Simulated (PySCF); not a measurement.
**Sr: ionisation energy**

Sr [Kr] 5s2 (1S) → Sr⁺ [Kr] 5s1 (2S), as a difference of total energies. Computed with PySCF 2.14 in aug-cc-pVDZ-X2C (7s6p4d, 45 functions), with the spin-free X2C one-electron Hamiltonian (Gaussian nucleus). Correlated levels: valence: [Kr] frozen. The calculations carry no spin-orbit coupling.

```csv
method,ionisation energy (eV)
UHF,4.752
B3LYP,5.795
r2SCAN,5.449
MP2 (valence),5.189
SCS-MP2 (valence),5.276
CCSD (valence),5.437
```

Question: How much does correlation contribute at MP2 (valence)?

Answer: 5.189 − (4.752) = 0.437 eV, measured against UHF.

Errors of the correlated levels include the incompleteness of this basis and the frozen core.

With two correlated electrons CCSD is exact in that space.

For comparison: 5.695 eV (measured; NIST Atomic Spectra Database, ionization energies).
